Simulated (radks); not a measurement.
Valence configurations of Nb3+ (all share [Kr]). Method: scalar-relativistic Kohn-Sham, PBE, spin-polarised, spherical densities, point nucleus; open shells are filled with parallel spins first (spin-orbit coupling, left out, can overturn this in heavy ions); computed with a radial shooting solver on a logarithmic mesh with Libxc functionals. Energies are relative to 4d2; eigenvalues in eV for spin up.

valence      E (eV)  moment (Bohr magnetons)    e(4d)    e(5p)    e(5s)
4d2           0.000                        2  -31.342        -        -
4d1.5 5s0.5   2.805                        2  -32.843        -  -26.953
4d1 5s1       5.882                        2  -34.347        -  -27.939
4d1 5p1      11.916                        2  -35.169  -22.450        -
5s2          13.783                        0        -        -  -29.042
5s1 5p1      19.107                        2        -  -24.079  -30.389
5p2          25.394                        2        -  -24.574        -

NIST lists [Kr] 4d2 as the ground configuration; this level of theory agrees among the configurations tried. The energies are those of spherical high-spin densities, not of single terms.
